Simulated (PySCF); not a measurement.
# `OCC[C@@H](F)Br`, C₃H₆BrFO

Molfile (atoms numbered from 1):
```
C3H6BrFO
     RDKit          3D

 12 11  0  0  0  0  0  0  0  0999 V2000
   -2.0590   -0.0288    0.7728 O   0  0  0  0  0  0  0  0  0  0  0  0
   -0.9507    0.3743    0.0058 C   0  0  0  0  0  0  0  0  0  0  0  0
    0.2106   -0.5591    0.3544 C   0  0  0  0  0  0  0  0  0  0  0  0
    1.4347   -0.2429   -0.4758 C   0  0  1  0  0  0  0  0  0  0  0  0
    1.8617    1.0246   -0.2532 F   0  0  0  0  0  0  0  0  0  0  0  0
    2.9122   -1.4495   -0.0147 Br  0  0  0  0  0  0  0  0  0  0  0  0
   -2.8017    0.5570    0.5952 H   0  0  0  0  0  0  0  0  0  0  0  0
   -0.6711    1.4126    0.2321 H   0  0  0  0  0  0  0  0  0  0  0  0
   -1.1749    0.3020   -1.0698 H   0  0  0  0  0  0  0  0  0  0  0  0
    0.4426   -0.4469    1.4156 H   0  0  0  0  0  0  0  0  0  0  0  0
   -0.0957   -1.5913    0.1788 H   0  0  0  0  0  0  0  0  0  0  0  0
    1.2688   -0.3480   -1.5538 H   0  0  0  0  0  0  0  0  0  0  0  0
  1  2  1  0
  2  3  1  0
  3  4  1  0
  4  5  1  0
  4  6  1  0
  1  7  1  0
  2  8  1  0
  2  9  1  0
  3 10  1  0
  3 11  1  0
  4 12  1  6
M  END
```

Theory: PySCF 2.14.0, GIAO CAM-B3LYP/pcSseg-1 magnetisability, rotational g tensor and spin-rotation constants, non-relativistic, gas phase. Geometry: GFN2-xTB, dihedral held. The dihedral C2–C3–C4–Br6 is held at 180°.

The calculation is non-relativistic, which matters for the atoms heavier than Zn.

(1) What are the magnetisability and the molar susceptibility?

(2) Split it along the inertial axes a, b, c into diamagnetic and paramagnetic parts about the centre of mass, with the quadrupole moment.

(3) And the rotational g tensor?

Answers

(1) Isotropic -1212 × 10⁻³⁰ J/T², or -73.0 × 10⁻⁶ cm³/mol; principal values -1272, -1243, -1122 × 10⁻³⁰ J/T², anisotropy 138 × 10⁻³⁰ J/T² (root of half the summed squared differences of the principal values). The susceptibility is in cgs units.

(2) 
| axis | χ (10⁻⁶ cm³/mol) | diamagnetic (10⁻⁶ cm³/mol) | paramagnetic (10⁻⁶ cm³/mol) | summed x² of all electrons (Å²) | quadrupole Θ (D Å) |
| --- | --- | --- | --- | --- | --- |
| a | -76.6 | -291.7 | 215.2 | 292.7 | +8.57 |
| b | -74.7 | -1315.6 | 1240.8 | 51.4 | -7.99 |
| c | -67.8 | -1459.6 | 1391.8 | 17.4 | -0.58 |

Anisotropies 2χaa − χbb − χcc = -10.6 and 2χbb − χaa − χcc = -5.1 × 10⁻⁶ cm³/mol. Θ is traceless in Buckingham's convention.

(3) 
| axis | rotational constant (GHz) | g | nuclear part | electronic part |
| --- | --- | --- | --- | --- |
| a | 5.6256 | -0.0311 | 0.5375 | -0.5686 |
| b | 0.8996 | -0.0016 | 0.5228 | -0.5244 |
| c | 0.7992 | -0.0057 | 0.5168 | -0.5225 |

Asymmetric top; isotopes 79Br, 12C, 19F, 1H, 16O; no vibrational averaging.
